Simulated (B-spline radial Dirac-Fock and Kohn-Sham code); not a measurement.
## Kohn-Sham estimates against Dirac-Fock for the levels of Bi⁷¹⁺

System: Bi⁷¹⁺, [Ne] 3s2.

The density-functional columns are spherical, spin-unpolarised Dirac-Kohn-Sham results without Breit or QED terms: −ε is minus the orbital energy of the initial state and ΔSCF the difference of two total energies. The reference in the last column comes from Dirac-Fock ΔSCF + Breit + QED. All numbers are from a radial B-spline solver, in eV; a selection of levels is shown. The Kohn-Sham columns are given as differences from the reference. For the 1s level of heavy atoms much of the gap between ΔSCF and the reference is the Breit and QED part, -505.1 eV here; for other levels the error of the functional can be larger.

```
level  LDA −ε − DF  LDA ΔSCF − DF  Dirac-Fock
   1s       -219.6         +502.2     97229.3
   2s       -203.8          -24.9     22697.7
2p1/2       -128.3          +91.7     22095.7
2p3/2       -151.2          +37.7     19729.8
   3s        -38.2          +33.0      9270.8
```

For the outermost level NIST gives 9270 ± 60 eV (theoretical); the differences from it are LDA −ε -37.39, LDA ΔSCF +33.84, Dirac-Fock +0.82 eV.

Values without a named source are computed, but for edge energies of neutral atoms, which are taken from tables.
